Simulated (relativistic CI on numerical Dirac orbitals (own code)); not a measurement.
Computed by Dirac-Coulomb-Breit CI, orbitals from a KLI potential per configuration, model QED, unscaled Slater integrals (own radial code, finite nucleus).

The strongest absorption lines from the ground level of an ion, among the configurations computed and to levels below about 2380 eV (vacuum wavelength in nm, gf): 0.53008 (0.11), 0.56629 (0.37), 0.57825 (0.49), 0.67629 (0.31), 0.71686 (2), 0.73537 (1.5), 0.77998 (0.089), 0.80377 (0.14).

(1) Which ion is it?
A. Ga21+
B. Rb27+
C. Br25+
D. Y29+

## Answers

(1) C. Br25+ has 10 electrons and the ground level 2s2 2p6 1S_0; the strongest line goes to 2s2 2p5 3d 1P°_1. The pattern of lines fixes the number of electrons, and along that sequence the line energies rise steadily with the charge (about as its square where n changes within one kind of shell, about linearly where n is kept but much faster in heavy ions where fine structure, which grows about as Z⁴, sets the gap, and irregularly where shells cross), which fixes Z. Configurations outside the model, such as inner-shell arrays, can give stronger lines. At this charge energies of transitions that change n are usually good to better than 1 %, and those within a shell (Δn = 0) to a few per cent.

LS names give the leading component of a level, which can be under half, so a name can repeat, a term be missing and a line seem to break the LS rules.
